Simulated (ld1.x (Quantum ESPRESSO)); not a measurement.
**arsenic: excitation energies, all-electron against TM semilocal**

- Element: arsenic (As)
- Generator: ld1.x (Quantum ESPRESSO) 7.5
- Type: norm-conserving Troullier–Martins (semilocal form)
- Functional: LDA (PZ)
- Relativity: scalar-relativistic
- Frozen core: [Ar] 3d10
- Valence charge: 5
- Reference configuration: 4s2 4p2.5 (charge +0.5)
- Partial waves: 4p (bound): rc 1.90 bohr; 4s (bound): rc 1.60 bohr
- Local potential: the s channel
- Core correction: a·sin(br)/r model core inside 1.40 bohr

Energies are relative to the spin-unpolarised reference configuration 4s2 4p2.5; without spin polarisation the order of configurations can differ from experiment. Spin-polarised rows fill each open shell by Hund’s rule, majority spin first.

```json
{"valence configuration": "4s2 4p3", "charge": "0", "ΔE all-electron (eV)": "-3.637", "error AE − PS (meV)": "+0.4"}
{"valence configuration": "4s2 4p2", "charge": "+1", "ΔE all-electron (eV)": "5.689", "error AE − PS (meV)": "-1.5"}
{"valence configuration": "4s2 4p3.3", "charge": "-0.3", "ΔE all-electron (eV)": "-4.915", "error AE − PS (meV)": "+0.5"}
{"valence configuration": "4s1 4p3", "charge": "+1", "ΔE all-electron (eV)": "15.850", "error AE − PS (meV)": "-10.0"}
{"valence configuration": "4s0 4p5", "charge": "0", "ΔE all-electron (eV)": "15.569", "error AE − PS (meV)": "-18"}
{"valence configuration": "4s2 4p2.5 (spin-polarised)", "charge": "+0.5", "ΔE all-electron (eV)": "-1.025", "error AE − PS (meV)": "+12"}
{"valence configuration": "4s2 4p3 (spin-polarised)", "charge": "0", "ΔE all-electron (eV)": "-4.961", "error AE − PS (meV)": "+15"}
```

(1) What are ΔE and the potential's error for 4s2 4p1?

(2) What are ΔE and the potential's error for 4s1 4p0?

Results:

(1) ΔE = 23.851 eV all-electron; the error (AE − PS) is -15 meV.

(2) ΔE = 103.005 eV all-electron; the error (AE − PS) is -272 meV.
